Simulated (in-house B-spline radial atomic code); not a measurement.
Computed with a B-spline radial atomic code. Model: two electrons, singlet ground state, non-relativistic, full CI in B-splines with partial waves to l = 8 (at full coupling up to 3e-4 hartree above the limit, correlation up to 0.6 % small), density held at that of full coupling by Lieb maximisation.

Along the adiabatic connection the electron repulsion is scaled by a coupling λ while a local potential keeps the density fixed. At λ = 0 the system is the Kohn-Sham one and W equals the exchange energy; the exchange-correlation energy is the area under W between 0 and 1. The kinetic energy rises with λ as the electrons avoid each other, with dT/dλ = −λ dW/dλ.

Command:
```bash
python run_ac.py task.json out
```
Settings (lengths in bohr, energies in hartree):
```
potential              coulomb
strength               0.92
lmax                   8
```

Cost of the run: 3.3 min on 1 thread of Intel(R) Xeon(R) Processor @ 2.30GHz, on a shared host.

**W = mean repulsion less Hartree energy, and W of three functionals.**

Given: confinement point charge; nuclear charge 0.92; external potential -Z/r.

Computed: PBE exchange minus exact -19.845 millihartree; SCAN exchange minus exact -17.62 millihartree.

```tsv
coupling	W xc (hartree)	W xc minus exchange (millihartree)	kinetic minus Kohn-Sham (millihartree)	LDA (PW92) W minus its exchange (millihartree)	PBE W minus its exchange (millihartree)	SCAN W minus its exchange (millihartree)
0	-0.31096	0	0	0	0	0
0.02	-0.31473	-3.77	0.04	-8.84	-1.24	-1.7
0.05	?	?	?	?	?	?
0.12	-0.32988	-18.922	1.05	-30.67	-7.58	-9.08
0.25	-0.34406	-33.102	3.63	-47.86	-15.32	-17.04
0.4	-0.35611	-45.155	7.5	-62.04	-23.29	-24.7
0.6	-0.36796	-57.001	13.36	-76.21	-32.5	-33.2
0.8	?	?	?	?	?	?
1	-0.38371	-72.75	25.7	-96.2	-47.21	-46.3
1.4	-0.39386	-82.901	37.75	-110.24	-58.5	-56.08
```

(1) What belongs in the row 0.05?

(2) What belongs in the row 0.8?

(3) What is the LDA exchange minus exact?

**Energy parts, natural occupations and partial-wave weights.**

Computed: correlation energy -0.047048 hartree; kinetic part of the DFT correlation energy 0.025701 hartree; kinetic part over minus potential part 0.35328; Hartree energy 0.62192 hartree; Kohn-Sham kinetic 0.39978 hartree; Lieb Oxford ratio E_xc over LDA exchange 1.2688.

| natural | occupation of the shell (electrons) |
| --- | --- |
| s | 1.8171 |
| s | ? |
| p | 0.022925 |
| d | 0.00055202 |
| s | 0.00040105 |
| p | 0.00038936 |

(4) What belongs in the row s?

```
wave      weight
   s     0.98798
   p    0.011669
   d  0.00030277
   f           ?
   g  7.4012e-06
```

(5) What belongs in the row f?

(6) What is the total energy?

(7) What is the exchange energy?

Results:

(1) W xc (hartree): -0.31984; W xc minus exchange (millihartree): -8.88; kinetic minus Kohn-Sham (millihartree): 0.21; LDA (PW92) W minus its exchange (millihartree): -17.11; PBE W minus its exchange (millihartree): -3.15; SCAN W minus its exchange (millihartree): -4.07.

(2) W xc (hartree): -0.3768; W xc minus exchange (millihartree): -65.847; kinetic minus Kohn-Sham (millihartree): 19.52; LDA (PW92) W minus its exchange (millihartree): -87.22; PBE W minus its exchange (millihartree): -40.38; SCAN W minus its exchange (millihartree): -40.27.

(3) 28.799 millihartree.

(4) occupation of the shell (electrons): 0.15848.

(5) weight: 3.5007e-05.

(6) -0.4255 hartree.

(7) -0.31096 hartree.

Half-way to full coupling W has made 70 % of its drop, against 50 % for a straight line, and second-order (GL2) theory, half the initial slope, overshoots the correlation energy by about 108 %: correlation is strong. Over couplings 0 to 1 the errors in E_xc come to about +12 millihartree for LDA, +0.5 millihartree for PBE, +2.0 millihartree for SCAN, so PBE is nearest. In LDA and PBE and SCAN the errors of exchange and correlation have opposite signs, so the sum is smaller than the larger of the two.
